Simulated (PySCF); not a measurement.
## Working out the excitation energy of Br

Br [Ar] 3d10 4s2 4p5 (2P) → Br [Ar] 3d10 4s1 4p6 (2S). Computed with PySCF 2.14 in aug-cc-pVTZ-PP with ECP10MDF (6s5p4d2f, 55 functions), with a scalar-relativistic core potential. Frozen: 3s2 3p6 3d10. Energies in hartree (1 hartree = 27.21139 eV):

| part | Br (lower) | Br (upper) |
| --- | --- | --- |
| UHF | -415.491803 | -414.935993 |
| CCSD correlation | -0.156207 | -0.289741 |
| (T) | -0.004958 | -0.049761 |

Q: What does Hartree-Fock give?

A: (-414.935993) − (-415.491803) = 0.555810 hartree = 15.124 eV.

Q: What do CCSD and CCSD(T) give?

A: The CCSD correlation energies differ by -0.133534 hartree = -3.634 eV and the triples by -0.044803 hartree = -1.219 eV, so CCSD gives 11.490 eV and CCSD(T) 10.271 eV.

The coupled-cluster amplitudes are large, so a single reference is strained.
